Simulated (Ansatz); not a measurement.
All values below come from B3LYP-D3(BJ)/def2-TZVP (Ansatz, an electronic-structure program). No frequencies were computed at this level.

Ansatz 0.2 input:
```yaml
crystal:
  periodic: [false, false, false]
  atoms:
    - { symbol: O, position_ang: [-1.276972, -0.690434, 0.060905] }
    - { symbol: Ga, position_ang: [0.106669, 0.357188, 0.0014] }
    - { symbol: O, position_ang: [1.72268, -0.24581, -0.102071] }
    - { symbol: F, position_ang: [-0.193769, 2.069328, 0.048802] }
    - { symbol: H, position_ang: [-2.143912, -0.286907, 0.114085] }
    - { symbol: H, position_ang: [1.785304, -1.203365, -0.123122] }
basis:
  gaussian: { orbitals: def2-tzvp }
hamiltonian:
  xc: b3lyp
  dispersion: d3bj
relax:
  max_steps: 150
```

Output:

```
Functional definition: B3LYP
949 factors; their error is unknown
mean field evaluation 1: about -59215.1627 eV, gradient 9.5e1 eV
mean field evaluation 2: about -59175.8890 eV, gradient 1.8e2 eV
mean field evaluation 4: about -59228.3403 eV, gradient 1.2e1 eV
mean field evaluation 8: about -59228.7121 eV, gradient 2.6e-1 eV
mean field evaluation 16: about -59228.7121 eV, gradient 4.2e-5 eV
mean field -59228.71212453 eV, -2176.6150239134 hartree, gradient 4.2e-5 eV, S^2 0.000000; 0 other end points of the search recorded, 0 dependent functions left out
reference -59228.71234073 eV, -2176.6150318588 hartree; 29, 29 occupied and 124, 124 virtual orbitals, 949 factors
relax step   1: F+E_penalty+E_count = -59228.84203007 eV  Δ(F+E_penalty+E_count) = +0.000e0 eV  max|allowed force component| = 1.179e0 eV/Å  Δτ_max = 0.0000 Å  (27 SCF iters, accepted)
these checks for a lower state are left out or cut short: starts, cluster_reference, orbital_swaps, neighbouring_geometries, increment
949 factors; their error is unknown
mean field -59228.75751519 eV, -2176.6166919896 hartree, gradient 1.4e-5 eV, S^2 0.000000; 0 other end points of the search recorded, 0 dependent functions left out
reference -59228.75773216 eV, -2176.6166999630 hartree; 29, 29 occupied and 124, 124 virtual orbitals, 949 factors
relax step   2: F+E_penalty+E_count = -59228.88657087 eV  Δ(F+E_penalty+E_count) = -4.454e-2 eV  max|allowed force component| = 5.662e-1 eV/Å  Δτ_max = 0.0260 Å  (32 SCF iters, accepted)
these checks for a lower state are left out or cut short: starts, cluster_reference, orbital_swaps, neighbouring_geometries, increment
949 factors; their error is unknown
mean field -59228.77440820 eV, -2176.6173127961 hartree, gradient 1.4e-5 eV, S^2 0.000000; 0 other end points of the search recorded, 0 dependent functions left out
reference -59228.77462581 eV, -2176.6173207931 hartree; 29, 29 occupied and 124, 124 virtual orbitals, 949 factors
relax step   3: F+E_penalty+E_count = -59228.90279410 eV  Δ(F+E_penalty+E_count) = -1.622e-2 eV  max|allowed force component| = 1.082e-1 eV/Å  Δτ_max = 0.0294 Å  (32 SCF iters, accepted)
these checks for a lower state are left out or cut short: starts, cluster_reference, orbital_swaps, neighbouring_geometries, increment
949 factors; their error is unknown
mean field evaluation 32: about -59228.6111 eV, gradient 7.5e-3 eV
mean field -59228.77497936 eV, -2176.6173337860 hartree, gradient 1.5e-5 eV, S^2 0.000000; 0 other end points of the search recorded, 0 dependent functions left out
reference -59228.77519699 eV, -2176.6173417838 hartree; 29, 29 occupied and 124, 124 virtual orbitals, 949 factors
relax step   4: F+E_penalty+E_count = -59228.90336558 eV  Δ(F+E_penalty+E_count) = -5.715e-4 eV  max|allowed force component| = 8.748e-2 eV/Å  Δτ_max = 0.0231 Å  (32 SCF iters, accepted)
these checks for a lower state are left out or cut short: starts, cluster_reference, orbital_swaps, neighbouring_geometries, increment
949 factors; their error is unknown
mean field -59228.77612867 eV, -2176.6173760223 hartree, gradient 1.5e-5 eV, S^2 0.000000; 0 other end points of the search recorded, 0 dependent functions left out
reference -59228.77634629 eV, -2176.6173840196 hartree; 29, 29 occupied and 124, 124 virtual orbitals, 949 factors
relax step   5: F+E_penalty+E_count = -59228.90456449 eV  Δ(F+E_penalty+E_count) = -1.199e-3 eV  max|allowed force component| = 4.216e-2 eV/Å  Δτ_max = 0.0180 Å  (31 SCF iters, accepted)
these checks for a lower state are left out or cut short: starts, cluster_reference, orbital_swaps, neighbouring_geometries, increment
949 factors; their error is unknown
mean field -59228.77623719 eV, -2176.6173800104 hartree, gradient 1.5e-5 eV, S^2 0.000000; 0 other end points of the search recorded, 0 dependent functions left out
reference -59228.77645473 eV, -2176.6173880047 hartree; 29, 29 occupied and 124, 124 virtual orbitals, 949 factors
relax step   6: F+E_penalty+E_count = -59228.90477258 eV  Δ(F+E_penalty+E_count) = -2.081e-4 eV  max|allowed force component| = 4.372e-3 eV/Å  Δτ_max = 0.0084 Å  (33 SCF iters, accepted)
949 factors; their error is unknown
mean field evaluation 64: about -59228.6115 eV, gradient 6.6e-1 eV
mean field -59228.77623719 eV, -2176.6173800104 hartree, gradient 1.5e-5 eV, S^2 0.000000; 1 other end points of the search recorded, 0 dependent functions left out
reference -59228.77645473 eV, -2176.6173880047 hartree; 29, 29 occupied and 124, 124 virtual orbitals, 949 factors
Total energy: -59228.90499012 eV, -2176.6221115933 hartree
Atom 0 at    -1.324720    -0.734446     0.061694 Å, force     0.004070    -0.000066    -0.000723 eV/Å
Atom 1 at     0.085453     0.349269     0.001708 Å, force    -0.003677     0.002186     0.000348 eV/Å
Atom 2 at     1.755180    -0.235208    -0.103344 Å, force     0.000935    -0.001449    -0.000007 eV/Å
Atom 3 at    -0.167887     2.083126     0.047727 Å, force    -0.000204    -0.004372    -0.000182 eV/Å
Atom 4 at    -2.164860    -0.266213     0.116743 Å, force    -0.001913     0.002648     0.000555 eV/Å
Atom 5 at     1.816834    -1.196528    -0.124530 Å, force     0.000789     0.001054     0.000008 eV/Å
Dipole moment:    -0.207427    -0.356926     0.004825 e Å
```

Cost: about 28 core-seconds (a rough figure).
